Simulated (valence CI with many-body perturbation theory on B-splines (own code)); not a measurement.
# Hg LXVII: electric-dipole lines

Calculated by valence CI with perturbative core correlation (CI+MBPT): four valence electrons over a frozen Dirac-Fock core [Ne], a basis of 11 s, 11 p, 9 d, 7 f, 5 g, 2 h, 1 i functions for each j, with the one-electron correlation potential Σ1, the two-electron term Σ2, the three-electron term Σ3, Breit, model QED; selected CI, second order for the rest (own B-spline code, finite nucleus).

The last digits are not significant, and no measured levels were compared; by estimate large intervals hold to a few tenths of a per cent, small ones and those within an open d or f shell to about a per cent.

Lines 151 to 200 of 277 in falling wavelength, among levels below 1701.2 eV, chosen from the strongest by gf and those to the six lowest levels. Wavelengths and rates use the calculated energies. Electric multipoles are in the length gauge, E1 and E2 with the static RPA response of the core. Weak lines are less certain than strong ones. Lines between different terms over intervals too small for the method are left out, as are lines whose strength nearly cancels. Where a level lies close to another of its J and parity, the split of strength between their lines is uncertain. The highest levels of a list are the least certain.

Levels are named by their leading jj configuration (3d3/2^4 stands for four electrons in 3d with j = 3/2), which in mixed levels can hold well under half, so a name can repeat and another be missing. Letters in brackets count levels of one name in rising energy.

```
λ vac (Å)                           Upper                   Lower   A (s⁻¹)  S (a.u.) with core polarisation  S without
    17.08  (3s 3p1/2 3p3/2 3d3/2) J=2 [b]  (3s^2 3p1/2 3d3/2) J=2  1.69e+12                         2.08e-02   2.11e-02
    17.07  (3s 3p1/2 3p3/2 3d3/2) J=2 [a]  (3s 3p1/2^2 3p3/2) J=2  8.58e+10                         1.05e-03   1.07e-03
    17.03  (3s 3p1/2 3p3/2 3d3/2) J=0 [b]  (3s^2 3p1/2 3d3/2) J=1  2.29e+12                         5.59e-03   5.66e-03
    17.03  (3s 3p1/2 3p3/2 3d5/2) J=1 [b]  (3s^2 3p1/2 3d5/2) J=2  1.02e+12                         7.45e-03   7.55e-03
    16.98      (3s 3p1/2 3p3/2^2) J=2 [b]  (3s^2 3p1/2 3p3/2) J=2  2.49e+12                         3.01e-02   3.05e-02
    16.95      (3s 3p1/2 3p3/2^2) J=1 [a]  (3s^2 3p1/2 3p3/2) J=2  2.25e+10                         1.63e-04   1.65e-04
    16.94          (3s 3p1/2^2 3p3/2) J=1      (3s^2 3p1/2^2) J=0  1.32e+12                         9.50e-03   9.63e-03
    16.90  (3s 3p1/2 3p3/2 3d3/2) J=3 [b]  (3s^2 3p1/2 3d3/2) J=2  4.93e+11                         8.21e-03   8.32e-03
    16.88       (3p1/2^2 3p3/2 3d3/2) J=3  (3s 3p1/2^2 3d3/2) J=2  1.71e+12                         2.84e-02   2.88e-02
    16.87       (3p1/2^2 3p3/2 3d3/2) J=1  (3s 3p1/2^2 3d3/2) J=2  5.57e+11                         3.96e-03   4.01e-03
    16.85           (3p1/2^2 3p3/2^2) J=0  (3s 3p1/2^2 3p3/2) J=1  2.57e+12                         6.08e-03   6.16e-03
    16.84  (3s 3p1/2 3p3/2 3d3/2) J=1 [a]  (3s 3p1/2^2 3p3/2) J=2  6.75e+10                         4.77e-04   4.84e-04
    16.84       (3p1/2^2 3p3/2 3d3/2) J=0  (3s 3p1/2^2 3d3/2) J=1  1.06e+12                         2.50e-03   2.53e-03
    16.78  (3s 3p1/2 3p3/2 3d3/2) J=1 [b]  (3s^2 3p1/2 3d3/2) J=2  3.76e+11                         2.63e-03   2.67e-03
    16.75      (3s 3p1/2 3p3/2^2) J=2 [b]  (3s^2 3p1/2 3p3/2) J=1  6.52e+10                         7.55e-04   7.66e-04
    16.72  (3s 3p1/2 3p3/2 3d5/2) J=3 [d]  (3s^2 3p1/2 3d5/2) J=3  2.08e+12                         3.37e-02   3.41e-02
    16.72      (3s 3p1/2 3p3/2^2) J=1 [a]  (3s^2 3p1/2 3p3/2) J=1  2.07e+12                         1.43e-02   1.45e-02
    16.72  (3s 3p1/2 3p3/2 3d5/2) J=1 [c]  (3s^2 3p1/2 3d5/2) J=2  8.69e+11                         6.01e-03   6.09e-03
    16.71  (3s 3p1/2 3p3/2 3d5/2) J=2 [c]  (3s^2 3p1/2 3d5/2) J=3  3.79e+11                         4.37e-03   4.43e-03
    16.71  (3s 3p1/2 3p3/2 3d3/2) J=2 [c]  (3s^2 3p1/2 3d3/2) J=2  4.90e+11                         5.64e-03   5.72e-03
    16.70  (3s 3p1/2 3p3/2 3d3/2) J=3 [a]  (3s 3p1/2^2 3p3/2) J=2  8.03e+10                         1.29e-03   1.31e-03
    16.69  (3s 3p1/2 3p3/2 3d5/2) J=3 [d]  (3s^2 3p1/2 3d5/2) J=2  6.10e+11                         9.80e-03   9.93e-03
    16.69       (3p1/2^2 3p3/2 3d3/2) J=1  (3s 3p1/2^2 3d3/2) J=1  1.16e+12                         7.98e-03   8.08e-03
    16.68  (3s 3p1/2 3p3/2 3d3/2) J=3 [c]  (3s^2 3p1/2 3d3/2) J=2  4.31e+12                         6.90e-02   6.99e-02
    16.67  (3s 3p1/2 3p3/2 3d5/2) J=2 [c]  (3s^2 3p1/2 3d5/2) J=2  8.73e+11                         9.98e-03   1.01e-02
    16.66      (3s 3p1/2 3p3/2^2) J=1 [b]  (3s^2 3p1/2 3p3/2) J=2  4.74e+12                         3.24e-02   3.29e-02
    16.64  (3s 3p1/2 3p3/2 3d3/2) J=1 [c]  (3s^2 3p1/2 3d3/2) J=2  5.13e+12                         3.50e-02   3.55e-02
    16.59  (3s 3p1/2 3p3/2 3d3/2) J=2 [b]  (3s 3p1/2^2 3p3/2) J=1  1.40e+11                         1.58e-03   1.60e-03
    16.58          (3s 3p1/2 3d3/2^2) J=2  (3s 3p1/2^2 3d3/2) J=1  1.92e+12                         2.15e-02   2.18e-02
    16.53           (3p1/2^2 3p3/2^2) J=2  (3s 3p1/2^2 3p3/2) J=2  7.58e+11                         8.45e-03   8.56e-03
    16.50  (3s 3p1/2 3p3/2 3d5/2) J=2 [d]  (3s^2 3p1/2 3d5/2) J=3  3.93e+12                         4.36e-02   4.42e-02
    16.47  (3s 3p1/2 3p3/2 3d5/2) J=2 [d]  (3s^2 3p1/2 3d5/2) J=2  9.85e+11                         1.09e-02   1.10e-02
    16.44      (3s 3p1/2 3p3/2^2) J=1 [b]  (3s^2 3p1/2 3p3/2) J=1  1.51e+12                         9.95e-03   1.01e-02
    16.31  (3s 3p1/2 3p3/2 3d3/2) J=1 [b]  (3s 3p1/2^2 3p3/2) J=1  1.72e+11                         1.11e-03   1.12e-03
    16.24  (3s 3p1/2 3p3/2 3d3/2) J=2 [c]  (3s 3p1/2^2 3p3/2) J=1  2.14e+11                         2.26e-03   2.29e-03
    16.18  (3s 3p1/2 3p3/2 3d3/2) J=1 [c]  (3s 3p1/2^2 3p3/2) J=1  1.42e+11                         8.91e-04   9.03e-04
    16.07  (3s 3p1/2 3p3/2 3d5/2) J=2 [a]  (3s^2 3p1/2 3d3/2) J=1  3.06e+12                         3.13e-02   3.18e-02
    16.04              (3s^2 3d3/2^2) J=2  (3s^2 3p1/2 3d3/2) J=1  5.04e+12                         5.13e-02   5.20e-02
    16.02  (3s 3p1/2 3p3/2 3d3/2) J=1 [d]  (3s^2 3p1/2 3d3/2) J=2  1.78e+11                         1.08e-03   1.10e-03
    16.02  (3s 3p1/2 3p3/2 3d3/2) J=2 [d]  (3s^2 3p1/2 3d3/2) J=2  2.23e+12                         2.27e-02   2.30e-02
    15.96  (3s 3p1/2 3p3/2 3d3/2) J=2 [b]  (3s 3p1/2^2 3p3/2) J=2  6.32e+11                         6.34e-03   6.43e-03
    15.81          (3s^2 3p3/2 3d3/2) J=3  (3s^2 3p1/2 3p3/2) J=2  4.18e+12                         5.70e-02   5.78e-02
    15.80  (3s 3p1/2 3p3/2 3d3/2) J=3 [b]  (3s 3p1/2^2 3p3/2) J=2  3.88e+12                         5.29e-02   5.37e-02
    15.75          (3s^2 3d3/2 3d5/2) J=3  (3s^2 3p1/2 3d5/2) J=3  4.69e+12                         6.32e-02   6.41e-02
    15.71          (3s^2 3d3/2 3d5/2) J=3  (3s^2 3p1/2 3d5/2) J=2  2.66e+12                         3.57e-02   3.62e-02
    15.70  (3s 3p1/2 3p3/2 3d3/2) J=1 [b]  (3s 3p1/2^2 3p3/2) J=2  4.19e+12                         2.40e-02   2.43e-02
    15.67          (3s^2 3p3/2 3d3/2) J=2  (3s^2 3p1/2 3p3/2) J=2  6.89e+12                         6.54e-02   6.63e-02
    15.67          (3s^2 3p3/2 3d3/2) J=1  (3s^2 3p1/2 3p3/2) J=2  6.49e+11                         3.69e-03   3.75e-03
    15.64  (3s 3p1/2 3p3/2 3d3/2) J=2 [c]  (3s 3p1/2^2 3p3/2) J=2  6.03e+12                         5.69e-02   5.77e-02
    15.61  (3s 3p1/2 3p3/2 3d3/2) J=3 [c]  (3s 3p1/2^2 3p3/2) J=2  4.37e+11                         5.75e-03   5.83e-03
```
